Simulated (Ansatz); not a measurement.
```xyz
24

B     1.131    1.291   -1.185
N     0.621    0.378   -0.273
C     1.519   -0.672    0.219
C     1.741   -1.791   -0.782
C    -0.747    0.378    0.288
C    -0.688    0.746    1.772
C    -1.394   -0.999    0.121
C    -1.628    1.397   -0.420
H     2.283    1.173   -1.498
H     0.472    2.167   -1.653
H     2.479   -0.214    0.466
H     1.127   -1.082    1.152
H     2.430   -2.536   -0.374
H     2.176   -1.394   -1.702
H     0.807   -2.294   -1.038
H    -0.100    0.033    2.352
H    -1.694    0.764    2.196
H    -0.244    1.736    1.897
H    -1.463   -1.265   -0.936
H    -2.404   -0.982    0.536
H    -0.841   -1.784    0.639
H    -2.635    1.339   -0.003
H    -1.262    2.415   -0.282
H    -1.687    1.199   -1.491
```

Total charge 0; spin multiplicity 1.

List the PBE0/def2-TZVPP orbital energies in eV (Ansatz). (Best estimate.)

Computed: Occupied: -391.53, -279.48, -278.86, -277.93, -277.89, -277.82, -277.77, -183.52, -25.78, -22.43, -20.58, -19.46, -19.38, -17.32, -16.13, -14.10, -13.62, -12.70, -12.45, -12.13, -11.82, -11.34, -10.91, -10.68, -10.53, -10.37, -10.25, -9.70, -9.48, -9.13, -8.49, -7.23. Lowest empty: 0.19, 1.04, 1.83, 2.12, 2.18, 2.23, 2.56, 2.95.
